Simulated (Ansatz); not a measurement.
Two isomers of C2H7GeN: A = `[CH3][GeH]1[CH2][NH]1`, B = `C1[CH2][GeH2][NH]1`.

Calculated with Ansatz (gas phase, PBE0-D4/def2-TZVP geometries, no zero-point term in ΔE). CCSD(T)/CBS is the MP2 limit (def2-TZVPP, def2-QZVPP) plus CCSD(T) − MP2 in def2-TZVPP, frozen cores. DFT in def2-TZVPP. B3LYP here is the variant with VWN-RPA as its local correlation; programs differ in this. For Ge outer-core shells are correlated without core-valence functions, which leaves a few kJ/mol of doubt a bond. Scalar relativity is left out up to krypton.

A:

```xyz
11

C    -0.563   -1.636    0.651
Ge    0.367    0.057    0.502
C     0.604    0.998   -1.150
N    -0.619    1.374   -0.403
H     0.142   -2.466    0.709
H    -1.194   -1.643    1.540
H    -1.191   -1.757   -0.231
H     1.178    0.541    1.707
H     0.409    0.501   -2.098
H     1.414    1.723   -1.210
H    -0.546    2.308   -0.016
```

B:

Z-matrix (Å, degrees):
```
C
Ge 1 2.432
N 1 1.473 2 49.6
C 1 1.546 2 53.9 3 -157.8
H 1 1.098 2 111.7 3 102.7
H 1 1.097 2 140.9 3 -74.7
H 2 1.541 1 134.8 3 70.6
H 2 1.549 1 116.1 3 -101.2
H 3 1.009 1 116.8 2 134.1
H 4 1.090 1 113.0 2 113.0
H 4 1.088 1 115.4 2 -120.1
```

(1) Which isomer does CCSD(T)/CBS put lower? Give the gap. (Best estimate.)

(2) Give E(B) − E(A) in kcal/mol with CCSD(T)/def2-SVP, PBE-D4, HF/def2-TZVPP, CCSD/def2-TZVPP, r2SCAN-D4, LDA (SPW92), B3LYP. (Estimate.)

(3) Does the order hold for the free energy at 298.15 K (harmonic terms from PBE0-D4)? (Estimate.)

Largest T1 diagnostic: 0.012.

Results:

(1) Ansatz gave: B, by 9.7 kcal/mol.

(2) Ansatz gave: CCSD(T)/def2-SVP -14.0, PBE-D4 -8.6, HF/def2-TZVPP -15.6, CCSD/def2-TZVPP -11.4, r2SCAN-D4 -8.8, LDA (SPW92) -11.0, B3LYP -9.5. None reverses the order clearly.

(3) Ansatz gave: Yes: G(B) − G(A) = -8.7 kcal/mol.

From PBE to PBE0 (25 % exact exchange), in def2-TZVPP and without D4, E(B) − E(A) moves by −2.4 kcal/mol. The D4 term adds −0.8 kcal/mol with B3LYP and −0.3 kcal/mol with PBE0; it sums over pairs of atoms, weighted by their polarisabilities, and B3LYP, whose exchange is more repulsive, gets the larger term.
